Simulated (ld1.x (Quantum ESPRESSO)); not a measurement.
## arsenic (As), TM: configuration errors across variants

As, norm-conserving Troullier–Martins (Kleinman–Bylander form), made with ld1.x (Quantum ESPRESSO) 7.5 (PBE, fully relativistic). Core [Ar] 3d10, reference 4s2 4p3. Waves: 4s (bound): rc 1.25 bohr; 4p (bound): rc 2.25 bohr. Local part: the p channel. Core correction: Bessel-smoothed model core inside 1.05 bohr.

Open shells are filled in proportion to 2j + 1 (rel_dist='average').

All-electron excitation energies from the reference (eV): (1) 4s2 4p2 9.152; (2) 4s2 4p1 27.074; (3) 4s2 4p0 54.782; (4) 4s0 4p5 19.046; (5) 4s1 4p4 9.412; (6) 4s1 4p0 105.428; (7) 4s2 4p3.3 -1.235.

A true bound ghost makes a file unfit for plane-wave use even where its test errors are small: the radial tests pick states by their node count and pass the ghost by.

Errors AE − PS in meV (a dash: test not solved or not reliable):

```tsv
change	(1)	(2)	(3)	(4)	(5)	(6)	(7)	bound ghosts
base	+0.2	-21	-117	-32	-9.6	-414	-0.7	none
all radii but the core radius scaled by about 0.77 (s 0.96, p 1.74 bohr)	-0.7	-21	-98	-221	-54	-335	-0.8	s
all radii but the core radius scaled by about 0.85 (s 1.06, p 1.92 bohr)	-0.3	-19	-93	-121	-29	-336	-0.8	s
all radii but the core radius scaled by about 0.91 (s 1.14, p 2.06 bohr)	0.0	-19	-100	-68	-17	-369	-0.8	s
all radii but the core radius scaled by about 1.07 (s 1.34, p 2.42 bohr)	+0.3	-23	-137	-13	-5.2	-456	-0.7	none
all radii but the core radius scaled by about 1.23 (s 1.54, p 2.78 bohr)	+0.4	-32	-199	+16	+1.9	-572	-0.5	none
all radii but the core radius scaled by about 1.31 (s 1.64, p 2.94 bohr)	+0.2	-36	-222	+22	+3.4	-614	-0.5	none
all radii but the core radius scaled by about 1.39 (s 1.74, p 3.12 bohr)	+0.1	-39	-239	+24	+4.0	-648	-0.4	none
```

Task: Give the same row for: all radii but the core radius scaled by about 1.14 (s 1.42, p 2.56 bohr).

Result: +0.4, -25, -156, -2.3, -2.6, -491, -0.6; bound ghosts: none.
